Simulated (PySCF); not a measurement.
SiClI, SMILES Cl[Si]I (connectivity only; charge and spin as stated), neutral, multiplicity 1. Heavy atoms are numbered as in [Si:1]([Cl:2])[I:3].

Coordinates come from a B3LYP-D3(BJ)/def2-TZVP optimisation. The def2 effective core potentials stand for the cores of I; spin–orbit coupling is left out.

These are B3LYP/def2-TZVPD (PySCF) values and carry that method's errors.

Mulliken values depend strongly on the basis, most of all with diffuse functions as here. ESP charges are fitted to the potential on shells at 1.4 to 2.0 van der Waals radii. Atomic charges (e), one atom of each kind:

```json
[
 {"atom": "Si1", "ESP fit": "0.16", "Mulliken": "0.31"},
 {"atom": "Cl2", "ESP fit": "-0.08", "Mulliken": "-0.21"},
 {"atom": "I3", "ESP fit": "-0.08", "Mulliken": "-0.10"}
]
```
